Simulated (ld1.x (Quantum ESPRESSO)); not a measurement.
**K (Z = 19): variants of one TM potential**

Base potential:

potassium (K), norm-conserving Troullier–Martins (Kleinman–Bylander form), made with ld1.x (Quantum ESPRESSO) 7.5 (PBEsol, scalar-relativistic). Core [Ne], reference 3s2 3p6 3d0.5 4s0.5 4p0. Waves: 3s (bound): rc 2.10 bohr; 3p (bound): rc 1.55 bohr; 3d (bound): rc 4.20 bohr. Local part: the d channel. Core correction: Bessel-smoothed model core, default radius (core density twice the valence density).

Occupied shells without a wave of their own: 4s. They enter only through the test configuration that unscreens the potential, and ld1.x also counts them in the model core charge.

All-electron outer shells of the reference configuration (PBEsol, scalar-relativistic, ld1.x):

```csv
shell,level (eV),outermost node (bohr),outermost maximum (bohr)
2s,-353.91,0.11,0.32
2p,-280.95,–,0.26
3s,-36.30,0.48,1.08
3p,-19.83,0.45,1.15
4s,-2.82,1.58,4.03
4p,-1.25,1.87,5.79
3d,-0.39,–,8.01
```

Cutoffs, loose and tight: the cutoffs (Ry, on a coarse ladder) from which the occupation-weighted sum of valence levels, in a spherical-Bessel basis at the reference potential, stays within 10 and 1 mRy of its value at 400 Ry. They do not see the model core or the augmentation charge, which bear on the density cutoff. Test errors are all-electron minus pseudo excitation energies from the reference, over the configurations 3s2 3p6 3d0 4s1 4p0; 3s2 3p6 3d0 4s0 4p0; 3s2 3p6 3d0 4s0.5 4p0; 3s2 3p6 3d1 4s0 4p0; 3s2 3p6 3d0 4s0 4p1; 3s1 3p6 3d0 4s1 4p0; 3s2 3p5 3d0 4s1 4p0. A dash means not determined; rows that change the core or the reference have their own tests.

With those shells counted twice in exchange and correlation these files are broken, and their errors move erratically; no question is asked of them.

```csv
change,outcome,"cutoff, loose","cutoff, tight",bound ghosts,largest test error (meV)
base,generated,25 Ry,50 Ry,none,+622
wave 3s (bound): rc 2.10 bohr becomes 3s (bound): rc 1.38 bohr,failed: run_pseudo: Errors in PS-KS equation,–,–,–,–
wave 3s (bound): rc 2.10 bohr becomes 3s (bound): rc 1.70 bohr,"generated, misses its reference levels by 0.17 eV",40 Ry,60 Ry,none,+1023
wave 3s (bound): rc 2.10 bohr becomes 3s (bound): rc 1.92 bohr,generated,25 Ry,50 Ry,none,+791
wave 3s (bound): rc 2.10 bohr becomes 3s (bound): rc 2.28 bohr,generated,25 Ry,50 Ry,none,+462
wave 3s (bound): rc 2.10 bohr becomes 3s (bound): rc 2.50 bohr,"generated, misses its reference levels by 0.17 eV",25 Ry,50 Ry,none,+480
wave 3s (bound): rc 2.10 bohr becomes 3s (bound): rc 2.88 bohr,"generated, misses its reference levels by 0.21 eV",25 Ry,50 Ry,none,+498
wave 3s (bound): rc 2.10 bohr becomes 3s (bound): rc 3.10 bohr,"generated, misses its reference levels by 0.20 eV",25 Ry,50 Ry,none,+494
```

Reading the sweep of the s radius (base included, trends over the rows without a ghost): The loose cutoff falls from 40 Ry at 1.7 to 25 Ry at 3.1 bohr. A larger radius leaves more room for a smooth pseudo-wave, so fewer plane waves are needed; a smaller one forces it to follow the all-electron wave where it bends sharply. The median size of the test errors (rows with all tests solved) is not monotonic: lowest 83.2 meV at 2.28 bohr, highest 256.3 meV at 1.7 bohr. The generation fails at 1.38 bohr.
